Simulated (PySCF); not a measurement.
# C₆ coefficients of unlike pairs at UHF

Calculated with PySCF 2.14 from the dipole response of each species, C₆(A,B) = (3/π) ∫ α_A(iu) α_B(iu) du, in atomic units, from isotropic polarisabilities. For ions this is the dispersion term alone; charge-induced terms of lower order in 1/R come first.

| species | configuration | basis | relativity | α (bohr³) | C₆ (like pair) |
| --- | --- | --- | --- | --- | --- |
| F⁺ | [He] 2s2 2p4 (3P) | def2-TZVPPD (6s4p3d1f) | none | 1.693 | 3.040 |
| Cu²⁺ | [Ar] 3d9 (2D) | aug-cc-pwCVTZ-DK with one added diffuse shell each of s, p, d, f, g type (11s10p8d5f4g) | spin-free X2C | 2.507 | 6.717 |
| Be | [He] 2s2 (1S) | def2-QZVPPD (7s4p2d1f) | none | 45.45 | 281.3 |
| Te | [Kr] 4d10 5s2 5p4 (3P) | def2-QZVPPD with the def2 core potential (28 electrons) (8s7p5d4f1g) | core potential | 38.14 | 418.9 |

**Question.** Estimate C₆ for Be with F⁺.

**Answer.** The integral gives 18.72. The combination rule 2 C_A C_B / (C_A α_B/α_A + C_B α_A/α_B) gives 18.57 and the geometric mean 29.24.

No spin-orbit coupling is included.

The other pairs:

| pair | C₆ |
| --- | --- |
| Cu²⁺, F⁺ | 4.502 |
| Te, Cu²⁺ | 44.43 |
| Te, F⁺ | 30.35 |
| Te, Be | 318.6 |
| Be, Cu²⁺ | 27.43 |
